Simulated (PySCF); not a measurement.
Protons, H atoms and electrons added to or taken from NC=O. Gas-phase values, no solvent. One relaxed conformer stands for each flexible species; it need not be the lowest. Strings in code marks are SMILES.

The vertical ionisation energy (Delta-SCF) from two functionals at the same geometries (B3LYP-D3(BJ)/def2-TZVP), both in PySCF: PBE-D3(BJ)/def2-TZVP and B3LYP-D3(BJ)/def2-TZVP. B3LYP has the VWN-RPA correlation part, as in Gaussian. Delta-SCF ions had no search for a lower state. 

```json
[
 {"species": "neutral parent (`C(=O)N`)", "B3LYP-D3(BJ)/def2-TZVP (eV)": "10.30"},
 {"species": "proton added at N1 (`[NH3+]C=O` (not the most basic site))", "B3LYP-D3(BJ)/def2-TZVP (eV)": "18.07"},
 {"species": "proton added at O3 (`[H]/[O+]=C/N`)", "B3LYP-D3(BJ)/def2-TZVP (eV)": "18.61"}
]
```

Question: What does PBE-D3(BJ)/def2-TZVP give for each?

Answer: 
- neutral parent (`C(=O)N`): 10.20
- proton added at N1 (`[NH3+]C=O` (not the most basic site)): 17.97
- proton added at O3 (`[H]/[O+]=C/N`): 18.53
Over these rows, drawn at random from the members with no instability flagged (it was tested for open shells, ions and some series alone), PBE minus B3LYP-D3(BJ): mean -0.09 eV, from -0.10 eV to -0.08 eV.
